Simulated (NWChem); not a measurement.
System: CH3IMgO; SMILES [I][Mg][O]C

```xyz
7

Mg     0.0000     0.0000    -1.0548
I      0.0000     0.0000     1.4970
O      0.0000     0.0000    -2.8166
C      0.0000     0.0000    -4.1899
H     -0.0307     1.0264    -4.6067
H      0.9042    -0.4866    -4.6067
H     -0.8735    -0.5398    -4.6067
```
Atoms are numbered in this order, from 1.

Geometry: optimised at PBE0/def2-SVP. No frequency run checked for a minimum. def2 effective core potentials on I; no spin-orbit coupling.

### Question
List the 4 lowest vertical singlet excitations from PBE/def2-SVPD with def2 effective core potentials on I, TDA (NWChem).

### Answer
```csv
state,energy (eV),oscillator strength,leading excitation (squared amplitude)
S1,3.72,0.008,HOMO → LUMO (0.99)
S2,3.72,0.008,HOMO−1 → LUMO (0.99)
S3,4.38,0.046,HOMO−2 → LUMO (0.93)
S4,4.38,0.046,HOMO−3 → LUMO (0.93)
```
